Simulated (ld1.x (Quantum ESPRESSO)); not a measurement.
# u(r) = r·R(r): atom against pseudo-atom (La)

Columns: radius, all-electron u(r) and pseudo u(r) of the 4f shell (level -16.97 eV) of lanthanum in the configuration [Kr] 4d10 4f0 5s2 5p6 5d1 6s0 6p0; PBE, scalar-relativistic, TM scheme, ld1.x (Quantum ESPRESSO) 7.5.

```json
{"r (bohr)": "0.160", "all-electron": "0.1259", "pseudo": "0.0102"}
{"r (bohr)": "0.320", "all-electron": "0.4890", "pseudo": "0.1305"}
{"r (bohr)": "0.480", "all-electron": "0.7763", "pseudo": "0.4517"}
{"r (bohr)": "0.640", "all-electron": "0.9069", "pseudo": "0.8351"}
{"r (bohr)": "0.800", "all-electron": "0.9210", "pseudo": "1.0461"}
{"r (bohr)": "0.960", "all-electron": "0.8737", "pseudo": "1.0289"}
{"r (bohr)": "1.120", "all-electron": "0.8007", "pseudo": "0.8955"}
{"r (bohr)": "1.280", "all-electron": "0.7211", "pseudo": "0.7557"}
{"r (bohr)": "1.440", "all-electron": "0.6428", "pseudo": "0.6490"}
{"r (bohr)": "1.600", "all-electron": "0.5689", "pseudo": "0.5692"}
{"r (bohr)": "1.760", "all-electron": "0.5010", "pseudo": "0.5010"}
{"r (bohr)": "1.920", "all-electron": "0.4395", "pseudo": "0.4395"}
{"r (bohr)": "2.080", "all-electron": "0.3846", "pseudo": "0.3846"}
{"r (bohr)": "2.240", "all-electron": "0.3358", "pseudo": "0.3358"}
{"r (bohr)": "2.400", "all-electron": "0.2929", "pseudo": "0.2929"}
{"r (bohr)": "2.560", "all-electron": "0.2553", "pseudo": "0.2553"}
{"r (bohr)": "2.720", "all-electron": "0.2224", "pseudo": "0.2224"}
{"r (bohr)": "2.880", "all-electron": "0.1936", "pseudo": "0.1936"}
{"r (bohr)": "3.040", "all-electron": "0.1687", "pseudo": "0.1687"}
{"r (bohr)": "3.200", "all-electron": "0.1469", "pseudo": "0.1469"}
{"r (bohr)": "3.360", "all-electron": "0.1279", "pseudo": "0.1279"}
{"r (bohr)": "3.520", "all-electron": "0.1114", "pseudo": "0.1114"}
{"r (bohr)": "3.680", "all-electron": "0.0970", "pseudo": "0.0970"}
{"r (bohr)": "3.840", "all-electron": "0.0844", "pseudo": "0.0844"}
{"r (bohr)": "4.000", "all-electron": "0.0734", "pseudo": "0.0734"}
{"r (bohr)": "4.160", "all-electron": "0.0638", "pseudo": "0.0638"}
```

**Question.** How many radial nodes do the two functions have?

**Answer.** The all-electron 4f function has n − l − 1 = 0; the pseudo-wave has 0.

**Question.** At about which radius was the pseudo-wave matched?

**Answer.** 1.75 bohr, where the columns begin to agree (steps of 0.16 bohr).

**Question.** Where does each function peak?

**Answer.** Outermost all-electron maximum near 0.80 bohr, pseudo maximum near 0.80 bohr (to the table’s step).

**Question.** Is the pseudo-wave norm-conserving?

**Answer.** Yes: the TM scheme keeps the norm inside the radius equal to the all-electron one, which fixes the energy derivative of the logarithmic derivative at the level.
